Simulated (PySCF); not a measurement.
Computed shifts of a molecule C3H7NOSi, PySCF with PBE/pcSseg-1, GIAO, gas phase, equivalent atoms averaged, in ppm (number of nuclei): ¹³C: 151.3 (1), 107.8 (1), 48.5 (1). ²⁹Si: -32.9 (1). ¹⁵N: 33.7 (1). ¹H: 6.81 (1), 5.93 (1), 5.43 (1), 4.54 (1), 4.40 (1), 4.24 (1), 0.56 (1). References: ¹³C against TMS (σ = 182.0 ppm); ¹⁷O against H2O (σ = 334.3 ppm); ²⁹Si against TMS (σ = 335.4 ppm); ¹⁵N against NH3 (σ = 267.0 ppm); ¹H against TMS (σ = 31.49 ppm), references at their B3LYP-D3(BJ)/def2-TZVP geometries, non-relativistic. Geometry: B3LYP-D3(BJ)/def2-SVP. The values are those of a single conformer.

Problem. Which molecule gave these data?
(A) C1=CO[SiH2]NC1
(B) N[Si@]1(O)C=CC1
(C) C[SiH2]/C=N\C=O
(D) C1=NCC[SiH2]O1

Solution. A, C1=CO[SiH2]NC1
